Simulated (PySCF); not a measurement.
C₄H₄F₂O₂.
SMILES with atom numbers: `[CH3:1][C:2]([F:3])([F:4])[O:5][CH:6]=[C:7]=[O:8]` (hydrogens: H9, H10, H11 on C1; H12 on C6)

Computed geometry: GFN2-xTB, gas phase.

**Question.** What internal coordinates does the optimisation give?

**Answer.** 
| bond | length (Å) | order |
| --- | --- | --- |
| C1–C2 | 1.513 | single |
| C2–F3, C2–F4 | 1.373 | single |
| C2–O5 | 1.343 | single |
| O5–C6 | 1.409 | single |
| C6=C7 | 1.300 | double |
| C7=O8 | 1.161 | double |
| C1–H9, C1–H10, C1–H11 | 1.086 | single |
| C6–H12 | 1.075 | single |

Bonds in one row agree within 0.01 Å and their mean is given. Orders are formal, as drawn. A selection of angles:
| angle | degrees |
| --- | --- |
| C1–C2–F3 | 110.4 |
| C1–C2–O5 | 111.0 |
| F3–C2–F4 | 102.8 |
| F3–C2–O5 | 110.9 |
| C2–O5–C6 | 116.8 |
| O5–C6–C7 | 126.7 |
| C6–C7–O8 | 176.3 |

Torsions: C1–C2–O5–C6 180° (antiperiplanar); C2–O5–C6–C7 -1° (synperiplanar).

Of the pairs four or more bonds apart, F3···C7 is among the closest relative to their van der Waals radii: 2.76 Å, 87 % of the sum of Bondi's values. The 3 C–O bonds span 1.161 Å (C7=O8, drawn double) to 1.409 Å (O5–C6, drawn single), a spread of 0.248 Å. O5 (ether oxygen) is bent (angle 116.8°). The 2 C–C bonds span 1.300 Å (C6=C7, drawn double) to 1.513 Å (C1–C2, drawn single), a spread of 0.213 Å.

Point group: Cs (tolerance 0.08 Å). GFN2-xTB frequencies: not computed here. One conformer, not necessarily the lowest.
